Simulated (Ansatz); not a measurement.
H₄BrO (charge +1), closed shell: a pair in one relaxed arrangement.

in.yaml

```yaml
crystal:
  periodic: [false, false, false]
  atoms:
    - {symbol: O, position_ang: [-0.147094, 0.083977, -1.070414]}
    - {symbol: H, position_ang: [0.365631, 0.779124, -1.519167]}
    - {symbol: H, position_ang: [0.107251, -0.032553, -0.060678]}
    - {symbol: H, position_ang: [-0.131977, -0.751045, -1.570417]}
    - {symbol: Br, position_ang: [0.546779, -0.240141, 1.872243]}
    - {symbol: H, position_ang: [-0.740590, 0.160638, 2.348434]}
basis:
  gaussian: {orbitals: "def2-TZVPPD.json"}
total_charge: 1
hamiltonian: {xc: {name: revPBE}, dispersion: d4}
```

The basis file named in the input lies beside it (Basis Set Exchange, JSON).

Launched with

```bash
ansatz run in.yaml --threads 2 --pin off --events-out ev --progress --plain --max-ram 5222MiB
```

Output of Ansatz 0.2.0:

```
Functional definition: revPBE
  name "revPBE"
  cite "Zhang & Yang, Phys. Rev. Lett. 80, 890 (1998) doi:10.1103/PhysRevLett.80.890"
  cite "Perdew, Burke & Ernzerhof, Phys. Rev. Lett. 77, 3865 (1996) doi:10.1103/PhysRevLett.77.3865"
  parameter kappa = 1.245
  parameter beta = 0.06672455060314922
  exchange = pbe_x(kappa = kappa, mu = beta*pi^2/3)
  correlation = pbe_c(beta = beta)
840 factors; their error is unknown
mean field evaluation 1: about -72134.0269 eV, gradient 8.6e1 eV
mean field evaluation 2: about -72105.7643 eV, gradient 1.4e2 eV
mean field evaluation 4: about -72144.9906 eV, gradient 9.2e0 eV
mean field evaluation 8: about -72145.1397 eV, gradient 1.6e-1 eV
mean field evaluation 16: about -72145.1286 eV, gradient 4.9e-5 eV
mean field -72145.12860350 eV, -2651.2845744542 hartree, gradient 4.9e-5 eV, S^2 0.000000; 0 other end points of the search recorded, 0 dependent functions left out
reference -72145.12865546 eV, -2651.2845763635 hartree; 23, 23 occupied and 142, 142 virtual orbitals, 840 factors
Total energy: -72145.26420583 eV, -2651.2895577479 hartree
```

Hardware: 2 CPU threads of an AMD EPYC 9R45, shared host. Wall time about 0.9 s.
